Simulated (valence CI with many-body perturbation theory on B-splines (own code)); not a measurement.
**Co²⁰⁺: fill in the table**

Level of theory: relativistic CI+MBPT: five valence electrons over a frozen Dirac-Fock core [He], a basis of 9 s, 9 p, 8 d, 6 f, 3 g, 1 h functions for each j, with the one-electron correlation potential Σ1 (screened to all orders), the two-electron term Σ2, the three-electron term Σ3, Breit, model QED; selected single and double excitations, second order for the rest (own B-spline code, finite nucleus).

No measured spectrum was set against this ion. As an estimate, levels of excited configurations hold to 0.05 to 0.15 % of their energy, terms of the ground configuration to about 0.5 %. Among the levels kept, up to 2100 cm⁻¹ of a level comes from second order outside the variational space, and about a tenth of that is noise between levels of different J, which matters for small intervals.

| Level | E (cm⁻¹) |
| --- | --- |
| 2s2.2p3 4S°_3/2 | 0 |
| 2s2.2p3 2D°_3/2 | ? |
| 2s2.2p3 2D°_5/2 | 191830 |
| 2s2.2p3 2P°_1/2 | 280660 |
| 2s2.2p3 2P°_3/2 | 359470 |
| 2s.2p4 4P_5/2 | ? |
| 2s.2p4 4P_3/2 | 879640 |
| 2s.2p4 4P_1/2 | 903280 |
| 2s.2p4 2D_3/2 | ? |
| 2s.2p4 2D_5/2 | ? |
| 2s.2p4 2S_1/2 | 1268400 |
| 2s.2p4 2P_3/2 | 1319000 |
| 2s.2p4 2P_1/2 | 1435300 |
| 2p5 2P°_3/2 | 2070500 |
| 2p5 2P°_1/2 | ? |
| 2s2.2p2.3s 4P_1/2 | 7826000 |
| 2s2.2p2.3s 4P_3/2 | 7908300 |
| 2s2.2p2.3s 2P_1/2 | ? |
| 2s2.2p2.3s 4P_5/2 | 7955200 |
| 2s2.2p2.3s 2P_3/2 | 7986000 |

Names give the largest LS component (configuration and term), which can be under half, so a name can repeat, a term be missing and a line seem to break the LS rules; names also repeat where a configuration has a term twice.

(1) The levels stand in rising order. What does the calculation give for the missing energies?

Results:

(1) 2s2.2p3 2D°_3/2 147260; 2s.2p4 4P_5/2 799090; 2s.2p4 2D_3/2 1107900; 2s.2p4 2D_5/2 1128800; 2p5 2P°_1/2 2198200; 2s2.2p2.3s 2P_1/2 7938900.
